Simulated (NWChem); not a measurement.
Polarisability of stibine (H$_{3}$Sb)

SMILES: [SbH3]
```xyz
4

Sb     0.0006     0.0541     0.0000
H     -0.7203    -0.9130     1.2313
H     -0.7203    -0.9130    -1.2313
H      1.4123    -0.9348     0.0000
```
Charge 0, spin multiplicity 1.

All runs are NWChem calculations. Structure: optimised with B3LYP/def2-SVP with def2 effective core potentials on Sb, a minimum by its harmonic frequencies.

Basis set: def2-SVPD. Static limit.

Effective core potentials replace the inner electrons of Sb; spin-orbit coupling is left out. The correlated methods keep 4 core orbitals frozen. B3LYP has NWChem's definition, with VWN1-RPA local correlation. Coupled-cluster values serve here as a point of comparison, not as the truth.

**Question.** For the isotropic polarisability, B3LYP gives 46.97 bohr³ and CCSD linear response gives 46.98 bohr³. What do HF, PBE, LDA (SVWN5) give?

**Answer.** HF: 46.02 bohr³; PBE: 47.61 bohr³; LDA (SVWN5): 48.35 bohr³.
